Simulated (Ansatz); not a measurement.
Wavefunction ladder for ClFHOSn, SMILES `[OH][Sn]([F])[Cl]` radical

Z-matrix (Å, degrees):
```
Sn
O 1 1.960
Cl 1 2.329 2 107.8
F 1 1.926 2 103.3 3 -113.9
H 2 0.964 1 111.5 3 141.8
```

Total charge 0; spin multiplicity 2. Correlated methods include outer-core shells of Sn, which these sets cover unevenly. Sn: def2 effective core potential. Geometry: relaxed with PBE0-D4/def2-TZVP. It is one conformer, not always the lowest. Frozen core, unrestricted reference, Ansatz.

```
     basis     HF (Eh)  MP2 corr.  CCSD corr.       (T)  CCSD(T) total
  def2-SVP           ?   -0.59822           ?  -0.01354              ?
def2-TZVPP  -847.91057   -0.97867           ?  -0.03469              ?
def2-QZVPP  -847.93546          ?           –         –              –
```

Task: Fill in the withheld values. (Best estimate.)

Result: Computed: def2-SVP HF (Eh): -847.50558; def2-SVP CCSD corr.: -0.61836; def2-SVP CCSD(T) total: -848.13748; def2-TZVPP CCSD corr.: -0.98651; def2-TZVPP CCSD(T) total: -848.93177; def2-QZVPP MP2 corr.: -1.25604.
